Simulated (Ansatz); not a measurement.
Computed with Ansatz on PBE0-D4/def2-TZVP structures; ΔE is electronic, products minus reactants. CCSD(T)/CBS is the MP2 limit (def2-TZVPP, def2-QZVPP) plus CCSD(T) − MP2 in def2-TZVPP, frozen cores. DFT in def2-TZVPP. B3LYP here is the variant with VWN-RPA as its local correlation; programs differ in this. Elements past krypton have def2 core potentials. For Sb outer-core shells are correlated without core-valence functions, which leaves a few kJ/mol of doubt a bond. One conformer a species, not always the lowest.

Reaction (isomerisation): `OC[SiH2][SbH2]` → `[SiH3]C[O][SbH2]`

(1) Is it downhill or uphill in electronic energy at CCSD(T)/CBS, and by how much? (An estimate is asked.)

(2) What do these levels give: r2SCAN-D4, ωB97M-V, B2PLYP, B3LYP, CCSD/def2-TZVPP, HF/def2-QZVPP? (Best estimate.)

Largest T1 diagnostic among the species: 0.014.

Answers

(1) Computed: Uphill: ΔE = +46.2 kJ/mol.

(2) Ansatz gave: r2SCAN-D4 48.9, ωB97M-V 46.2, B2PLYP 41.1, B3LYP 41.1, CCSD/def2-TZVPP 45.9, HF/def2-QZVPP 32.7 kJ/mol.

From PBE to PBE0 (25 % exact exchange), in def2-TZVPP and without D4, ΔE moves by +4.7 kJ/mol. In def2-TZVPP, CCSD(T) changes the Hartree–Fock value by +9.5 kJ/mol (the triples alone add +0.1 kJ/mol) and MP2 by +11.7 kJ/mol.
